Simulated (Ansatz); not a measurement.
`C#C[SiH](C#C)C#C` + H₂ → `C#C[SiH2]C#C` + `C#C` at 400 K and 1 bar (hydrogenolysis of the Si–C bond).

Computed with Ansatz on PBE0-D4/def2-TZVP structures; ΔE is electronic, products minus reactants. CCSD(T)/CBS is the MP2 limit (def2-TZVPP, def2-QZVPP) plus CCSD(T) − MP2 in def2-TZVPP, frozen cores. This one scheme is used for every species.

```csv
species,CCSD(T)/CBS energy (Eh),H − E (kJ/mol),S (J/(mol·K))
`C#C[SiH](C#C)C#C`,-519.63731,215.6,413.1
H₂,-1.17544,38.0,139.0
`C#C[SiH2]C#C`,-443.57893,176.4,355.9
`C#C`,-77.22717,85.5,213.8
```

H − E and S are ideal-gas, rigid-rotor, harmonic terms from PBE0-D4/def2-TZVP. The MP2-based limit puts H₂ 0.8 mEh under its directly extrapolated value; such offsets cancel only in part. 1 Eh = 2625.50 kJ/mol, R = 8.31446 J/(mol·K).

Question: By hand: ΔE, ΔH, ΔS and ΔG.

Answer: ΔE = (-443.57893) + (-77.22717) − (-519.63731) − (-1.17544) = 0.00665 Eh = 17.5 kJ/mol. Δ(H − E) = 176.4 + 85.5 − 215.6 − 38.0 = 8.3, so ΔH = 25.8 kJ/mol. ΔS = 355.9 + 213.8 − 413.1 − 139.0 = 17.6 J/(mol·K). ΔG = 25.8 − 400 × (17.6)/1000 = 18.8 kJ/mol.

Question: By hand: the equilibrium constant, and the temperature at which ΔG would vanish if ΔH and ΔS stayed fixed.

Answer: log₁₀ K = −ΔG/(RT ln 10) = -2.5. ΔG = 0 at ΔH/ΔS = 1466 K, though so small a ΔS makes that figure unsure.

ΔH outweighs TΔS. A doubt of 5 kJ/mol in ΔE shifts log₁₀ K by 0.7 here. These are equilibria of isolated gas molecules and say nothing of rates. Largest T1 diagnostic: 0.014 (customary marks: 0.02 for closed shells, 0.045 for open ones).
